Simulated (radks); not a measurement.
Question: Coherent X-ray form factor from a spherical all-electron density. All-electron calculation, scalar-relativistic Kohn-Sham, r2SCAN, spin-polarised, spherical densities, finite nucleus; meta-GGA in the generalised Kohn-Sham scheme; Fermi nuclear charge, rms radius of each element as measured or else 0.836 A^(1/3) + 0.57 fm. Program: a radial shooting solver on a logarithmic mesh with Libxc functionals.

| sin(theta)/lambda (1/angstrom) | f0 (electrons) |
|---|---|
| 0.05 | 68.106 |
| 0.1 | 65.793 |
| 0.15 | 62.724 |
| 0.2 | 59.325 |
| 0.25 | 55.809 |
| 0.3 | 52.330 |
| 0.4 | 45.914 |
| 0.5 | 40.474 |
| 0.6 | 35.909 |
| 0.8 | 28.692 |
| 1 | 23.459 |
| 1.25 | 19.154 |
| 1.5 | 16.498 |
| 2 | 13.014 |

The species is in the configuration that NIST lists as its ground one. Which atom or ion scatters so?

Answer: The ytterbium ion Yb+, [Xe] 4f14 6s1. Extrapolating in s^2 from the first two rows gives f0(0) = 68.9, near the electron count 69; among species with that count, the fall with angle is slower the higher Z, and the table is that of Z = 70; from so few rows the species is fixed only to a neighbour or two.
